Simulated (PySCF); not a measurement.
A structure optimised at B3LYP-D3(BJ)/def2-SVP, used in a PySCF frequency run:

```xyz
11

N     -0.1512    -3.0188     0.0000
C     -0.0020    -1.8655     0.0000
C      0.1238    -0.4532     0.0000
C      1.2536     0.3035     0.0000
C      0.8441     1.7660     0.0000
Si    -0.9538     1.0975     0.0000
H      2.2870    -0.0693     0.0000
H      1.1787     2.3226    -0.8915
H      1.1787     2.3226     0.8915
H     -1.7754     1.3432    -1.2175
H     -1.7754     1.3432     1.2175
```

Write its SMILES, formula and point group.

N#CC1=CC[SiH2]1, C₄H₅NSi, Cs

What are its rotational constants (standard atomic weights)?

6.9720, 1.9224, 1.5493 GHz
